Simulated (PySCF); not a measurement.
C₂H₇NSi₃, SMILES [SiH2]1[SiH](C#C)[SiH2]N1.

Geometry: B3LYP-D3(BJ)/def2-SVP. The structure was generated by enumeration, and PubChem lists no compound with its InChIKey, so it may never have been made.

Two levels are set side by side: TDA-PBE/def2-SVPD (PySCF) and TDA-PBE0/def2-SVPD (PySCF). Vertical, same geometry. The lowest singlet is HOMO−1→LUMO 99 % with PBE and HOMO→LUMO 50 %, HOMO→LUMO+2 43 % with the other functional; states are paired by order. Differences are taken from unrounded values.

```
quantity                               TDA-PBE0  TDA-PBE  TDA-PBE minus TDA-PBE0
-------------------------------------  --------  -------  ----------------------
lowest singlet excitation (eV)             5.20     4.72                   -0.48
lowest triplet excitation (TDA) (eV)       4.45     4.26                   -0.19
first bright state (f over 0.05) (eV)      5.39     5.23                   -0.16
its oscillator strength                    0.07     0.14                    0.07
```

Functionals without exact exchange tend to place singlet excitations lower, as here. Differences between two approximate levels are no errors against the true value.

Rough cost on one machine, each run with all the roots and properties that it gave: TDA-PBE0 against TDA-PBE about 3 times.
